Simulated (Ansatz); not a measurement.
Total energies of `FC1(F)C=CC1(F)F`.

```xyz
10

F    -0.7184   -0.0922    1.9132
C     0.0865   -0.3596    0.8710
F     1.1672   -0.9961    1.3528
C    -0.5656   -0.9720   -0.3356
C    -0.3041    0.0672   -1.1315
C     0.3932    0.8585   -0.0620
F    -0.1881    2.0148    0.2992
F     1.6977    1.1113   -0.2612
H    -1.0627   -1.9221   -0.4756
H    -0.5059    0.2902   -2.1703
```

The species carries charge 0 and has multiplicity 1. All single points use the PBE0-D4/def2-TZVP geometry. Basis def2-TZVPP, the Gaussian-basis code of Ansatz.

RPA on PBE orbitals: Hartree–Fock energy of these orbitals -550.47182 Eh, correlation -2.43206 Eh (frozen core).

| functional | energy without D4 (Eh) | D4 term (kJ/mol) |
| --- | --- | --- |
| LDA (SPW92) | -549.26857 | – |
| B97M-V | -553.04241 | – |
| PBE0 | -552.62249 | -17.7 |
| r2SCANh | -552.90037 | -5.5 |
| r2SCAN0 | -552.85759 | -6.0 |
| BHLYP | -552.93796 | -23.2 |
| CAM-B3LYP | -553.01139 | -17.5 |
| LC-ωPBE | -552.85857 | – |
| ωB97X-V | -553.00725 | – |
| B2PLYP | -552.83495 | – |

(1) Give the same for PBE, revPBE, BLYP, r2SCAN, B3LYP, HSE06 (plane-wave form), ωB97M-V, PBE-QIDH. (Estimate.)

B3LYP takes the VWN-RPA correlation (the form of Gaussian; ORCA's B3LYP/G). HSE06 is the plane-wave form, built on full-range PBE exchange. The double hybrids freeze the cores in their second-order part.

Answers

(1) Computed: 
```
             functional  energy without D4 (Eh)  D4 term (kJ/mol)
                    PBE              -552.61637             -21.2
                 revPBE              -552.99968             -74.0
                   BLYP              -553.09008             -48.1
                 r2SCAN              -552.93030              -5.3
                  B3LYP              -553.17500             -34.0
HSE06 (plane-wave form)              -552.59871             -16.2
                ωB97M-V              -553.03970                 –
               PBE-QIDH              -552.54611                 –
```

LC-ωPBE has ω = 0.4 bohr⁻¹.
